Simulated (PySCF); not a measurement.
Numbering as in the mapped SMILES `[F:1][CH:2]([F:3])[S:4][c:5]1[cH:6][cH:7][cH:8][cH:9][cH:10]1`. Hydrogens are named by the atom that carries them.

Geometry: PBE0-D3(BJ)/def2-SVP; GIAO shifts from PySCF 2.14, gas phase, non-relativistic, averaged over equivalent atoms.

At WP04/pcSseg-1 (207 basis functions, 61 s wall time on 1 thread of an Arm Neoverse N1, shared host):
| atoms | δ (ppm) |
| --- | --- |
| F1/F3 | -103.8 |
| C6/C10 | 144.2 |
| C8 | 135.6 |
| C5 | 134.6 |
| C7/C9 | 133.5 |
| C2 | 129.9 |
| S4 | 158.6 |
| H(C6)/H(C10) | 7.58 |
| H(C8) | 7.24 |
| H(C7)/H(C9) | 7.20 |
| H(C2) | 6.45 |

Referencing at the same level of theory: ¹⁹F (σref 176.96) vs CFCl3; TMS for ¹³C (σref 172.44) and ¹H (σref 31.56); CS2 for ³³S (σref 462.27).

Problem. Estimate the result of repeating the calculation with PBE0/pcSseg-1.

Solution. 
```csv
atoms,δ at PBE0/pcSseg-1,change
F1/F3,-103.8,+0.0
C6/C10,144.9,+0.7
C8,135.9,+0.3
C5,131.7,-2.9
C7/C9,134.1,+0.6
C2,124.1,-5.8
S4,123.4,-35.2
H(C6)/H(C10),7.89,+0.31
H(C8),7.57,+0.33
H(C7)/H(C9),7.53,+0.33
H(C2),6.56,+0.11
```

Shifts are taken against calculated references (same method and geometry level): ¹⁹F (177.25 ppm) against CFCl3; ¹³C (184.41 ppm), ¹H (31.27 ppm) vs TMS; ³³S (495.66 ppm) against CS2.

The largest change is at S4 (sulfide sulfur). Cost: 207 basis functions, 62 s wall time on 1 thread of an Arm Neoverse N1, shared host. The order of the carbon signals changes between the two levels.

Unscaled 19F shifts against computed CFCl3 carry errors that often reach 10 to 50 ppm.
